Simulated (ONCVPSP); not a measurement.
Rb (Z = 37), ONCV: configuration errors across variants

```json
{
  "Element": "rubidium (Rb)",
  "Generator": "ONCVPSP 4.0.1",
  "Type": "optimised norm-conserving Vanderbilt (ONCV)",
  "Functional": "PBEsol",
  "Relativity": "fully relativistic",
  "Frozen core": "[Ar] 3d10",
  "Valence charge": "9",
  "Reference configuration": "4s2 4p6 5s1",
  "Partial waves": "4s+5s: rc 2.30 bohr, ncon 4, nbas 8, qcut 5 1/bohr, 2 projectors; 4p: rc 1.55 bohr, ncon 3, nbas 7, qcut 5.5 1/bohr, 1 projector; d scattering state at 0.22 Ha: rc 1.95 bohr, ncon 4, nbas 8, qcut 5.6 1/bohr, 2 projectors, debl 2.3 Ha",
  "Local potential": "polynomial inside 1.50 bohr (lpopt 3, dvloc0 0 Ha)",
  "Core correction": "none"
}
```

Open shells are filled in proportion to 2j + 1.

All-electron excitation energies from the reference (eV): (1) 4s2 4p6 5s0 4.069; (2) 4s2 4p6 5s0.5 1.561; (3) 4s2 4p6 5s0 5p1 1.492; (4) 4s1 4p6 5s1 37.732.

Errors AE − PS in meV (a dash: test not solved or not reliable):

```csv
change,(1),(2),(3),(4),bound ghosts,GHOST(+) flags above zero
base,-0.1,0.0,+2.7,-90,none,none
s: qcut 3.3; p: qcut 3.6; d: qcut 3.7,-0.2,0.0,+3.1,-170,none,none
s: qcut 3.8; p: qcut 4.1; d: qcut 4.2,-0.2,0.0,+3.2,-147,none,none
s: qcut 4.2; p: qcut 4.6; d: qcut 4.7,-0.1,0.0,+3.0,-127,none,none
s: qcut 4.4; p: qcut 4.9; d: qcut 5,-0.1,0.0,+2.9,-118,none,none
s: qcut 5.1; p: qcut 5.6; d: qcut 5.7,-0.1,0.0,+2.6,-86,none,none
s: qcut 5.8; p: qcut 6.4; d: qcut 6.5,0.0,0.0,+2.3,-63,none,none
s: qcut 6.3; p: qcut 7; d: qcut 7.1,0.0,0.0,+2.1,-49,none,none
s: qcut 6.9; p: qcut 7.5; d: qcut 7.7,0.0,0.0,+2.0,-36,none,none
s: qcut 7.3; p: qcut 8; d: qcut 8.2,0.0,0.0,+1.9,-27,none,none
```

**Question.** Give the same row for: s: qcut 5.4; p: qcut 5.9; d: qcut 6.

**Answer.** 0.0, 0.0, +2.5, -75; bound ghosts: none; GHOST(+) flags above zero: none.
